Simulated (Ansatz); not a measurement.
Coupled-cluster diagnostics for Mo(OH)4 (MoO4H4), Ansatz.

Geometry of the triplet (r2SCAN-D4/def2-SVP):

```
atom   x (Å)   y (Å)   z (Å)
 Mo1  -0.151   0.253   0.206
  O2  -0.547   1.639  -1.022
  H3  -0.475   1.366  -1.954
  O4  -1.616  -0.261   1.259
  H5  -2.184  -1.036   1.150
  O6   0.357  -0.898  -1.246
  H7   1.149  -1.413  -1.016
  O8   1.574  -0.108   0.953
  H9   1.893   0.459   1.671
```

In the def2 sets Mo takes a core potential; there is no spin–orbit coupling. Correlated methods freeze 4 core orbitals; core or outer-core shells of Mo are correlated, in sets that lack core-valence functions.

(1) Estimate the CCSD(T) correlation energy, the shares of MP2 and (T), T1 and the reference's ⟨S²⟩ for: charge 0, triplet, own geometry in def2-SVP; charge 1, doublet, vertical in def2-SVP; and the rough time on 4 threads of Intel Xeon Platinum 8259CL on a shared host.

Results:

(1) 
```
                          state     basis  correlation (eV)  MP2 share (%)  (T) share (%)     T1  ⟨S²⟩ (pure)  wall time
charge 0, triplet, own geometry  def2-SVP           -30.492           96.2            3.3  0.025  2.02 (2.00)       44 s
    charge 1, doublet, vertical  def2-SVP           -31.946           97.6            4.6  0.031  0.78 (0.75)       49 s
```
Customary marks for T1 are 0.02 (closed shells), 0.045 (open shells) and about 0.05 (3d metals). T1 exceeds 0.02 in 2 of 2 rows and 0.045 in 0; the higher it lies, the less the single-reference result can be trusted.
